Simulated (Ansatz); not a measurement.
MnN₃F₃H₉⁻ (relaxed from a model of mer-[MnF3(NH3)3]-, whose bonding it doesn't keep). Total charge -1; doublet. Geometry B3LYP-D4/def2-SVPD; atoms count from 1.

```xyz
16

Mn   -0.310   -0.169    0.832
F     0.322   -1.686   -0.291
F     0.838    1.392    0.223
F    -1.485    0.266    2.340
N     0.421    0.340   -2.404
H     0.744    0.955   -1.643
H     1.096    0.391   -3.161
H     0.490   -0.593   -1.976
N    -1.872    0.229   -0.521
H    -2.457    0.972   -0.147
H    -2.447   -0.595   -0.678
H    -1.445    0.503   -1.414
N     1.319   -0.503    2.102
H     1.839    0.321    1.795
H     1.814   -1.352    1.839
H     1.134   -0.469    3.102
```

The charge -1 doublet is spin-contaminated (final ⟨S²⟩ up to 2.02, 0.75 for a pure state). The highest occupied level of the charge -1 doublet lies above zero (up to 0.18 eV). The electron is either unbound and held by the finite basis, or the level is raised by self-interaction error. In the doublet geometry the species has come apart into loosely held pieces. The name describes the sextet; other states may take another shape. At PBE0-D4/def2-TZVPD a sextet of charge -1 lies 2.54 eV below the doublet, each at its own geometry.

Q: Estimate the Mulliken populations from the PBE0/def2-TZVPD orbitals of Ansatz.

A: 
```
atom  charge (e)  spin (α − β)  d electrons
 Mn1        0.83          1.04         5.41
  F2       -0.85          0.00            –
  F3       -0.84         -0.01            –
  F4       -0.89          0.01            –
  N5       -0.73          0.00            –
  H6        0.28          0.00            –
  H7        0.16          0.00            –
  H8        0.24          0.00            –
  N9       -0.44         -0.03            –
 H10        0.25          0.00            –
 H11        0.24          0.00            –
 H12        0.37          0.00            –
 N13       -0.43         -0.01            –
 H14        0.32          0.00            –
 H15        0.27          0.00            –
 H16        0.22         -0.01            –
```
Mulliken values depend strongly on the basis. With diffuse functions, as here, like atoms can get unlike values, and bond orders can come out too low or too high.

Q: Where does the spin sit?

A: Summed by element: Mn 1.04, F 0.01, N -0.04, H -0.01, of 1 unpaired in all. Largest on single atoms: Mn1 1.04, N9 -0.03, F4 0.01.

Q: And the Mayer bond orders between heavy atoms (over 0.3)?

A: Mn1–F3 0.31 (2.03 Å); Mn1–F4 0.30 (1.96 Å); Mn1–N9 0.34 (2.10 Å); Mn1–N13 0.39 (2.09 Å).
